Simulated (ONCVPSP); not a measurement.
**C: excitation energies, all-electron against ONCV**

```
Element                 : carbon (C)
Generator               : ONCVPSP 4.0.1
Type                    : optimised norm-conserving Vanderbilt (ONCV)
Functional              : PBEsol
Relativity              : scalar-relativistic
Frozen core             : [He]
Valence charge          : 4
Reference configuration : 2s2 (charge +2)
Partial waves           : 2s: rc 0.85 bohr, ncon 3, nbas 6, qcut 8 1/bohr, 1 projector; p scattering state at 0.07 Ha: rc 0.75 bohr, ncon 4, nbas 7, qcut 9.1 1/bohr, 2 projectors, debl 0.8 Ha; d scattering state at 0.07 Ha: rc 0.80 bohr, ncon 3, nbas 7, qcut 13.8 1/bohr, 1 projector
Local potential         : polynomial inside 0.65 bohr (lpopt 5, dvloc0 0 Ha)
Core correction         : none
```

In the p channel the program set the typed energies aside and used 0.050, 0.850 Ha.

Energies are relative to the spin-unpolarised reference configuration 2s2; without spin polarisation the order of configurations can differ from experiment.

```tsv
valence configuration	charge	ΔE all-electron (eV)	error AE − PS (meV)
2s2 2p2	0	-34.807	+120
2s2 2p1	+1	-24.019	+65
2s1	+3	47.964	+50
```

**Question.** What are ΔE and the potential's error for 2s1 2p3?

**Answer.** ΔE = -26.381 eV all-electron; the error (AE − PS) is +155 meV.

Levels in the configuration 2s2 2p1:

| level | all-electron (eV) | pseudo (eV) |
| --- | --- | --- |
| 2s | -25.620 | -25.650 |
| 2p | -16.907 | -16.983 |

Note: no bound ghost flagged; GHOST(+) flagged for s at 111.5 eV.
